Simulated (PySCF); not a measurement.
OSc, neutral, multiplicity 2. Atoms are numbered in the order given.

```xyz
2

Sc     0.0000     0.0000    -0.4585
O      0.0000     0.0000     1.2036
```
Charge 0, spin multiplicity 2.

Geometry: B3LYP-D3(BJ)/def2-TZVPD.

Computed with ωB97X/def2-TZVPD run with PySCF.

The molecule is in vacuum.

Computed frontier levels, dipole moment and polarisability:
- α spin, highest occupied and lowest empty level: -6.34 and 0.13 eV
- β spin, highest occupied and lowest empty level: -10.53 and 0.84 eV
- dipole moment: 3.80 D
- mean static polarisability: 128.3 bohr³ (19.01 Å³)
- polarisability, principal values: 99.9, 142.5, 142.5 bohr³
- ⟨S²⟩: 0.751 (pure state 0.75)
